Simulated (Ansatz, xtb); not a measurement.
System: PbH$_{3}$, charge 0, multiplicity 2. SMILES: [PbH3]
Geometry from a B3LYP-D3(BJ)/def2-TZVP (Ansatz, a quantum-chemistry and plane-wave program) optimisation:
```xyz
4

Pb     0.0130     0.0124     0.0132
H      1.0098    -1.0347    -1.0522
H     -1.0172     1.0552    -1.0245
H     -1.0595    -1.0408     0.9959
```
Charge 0, spin multiplicity 2.

Harmonic wavenumbers from GFN2-xTB (xtb, at its own minimum), cm⁻¹: 640, 640, 666, 1299, 1471, 1472.

### Question
Give the harmonic wavenumbers at B3LYP-D3(BJ)/def2-TZVP (Ansatz, finite differences of forces, unscaled).

### Answer
612, 612, 636, 1623, 1715, 1715 cm⁻¹. Zero-point energy 9.9 kcal/mol.

### Question
From these and the geometry, give the ideal-gas thermochemistry at 298.15 K and 1 atm (rigid rotor, harmonic oscillator).

### Answer
Point group C3v, rotational symmetry number 3. Rotational constants 92.5, 92.5, 59.14 GHz. S(trans) 41.93, S(rot) 14.92, S(vib) 1.27, S(elec, spin only) 1.38, S 59.5 cal/(mol K). H(298) - H(0) 2.66 kcal/mol; G - E(el) -5.2 kcal/mol.
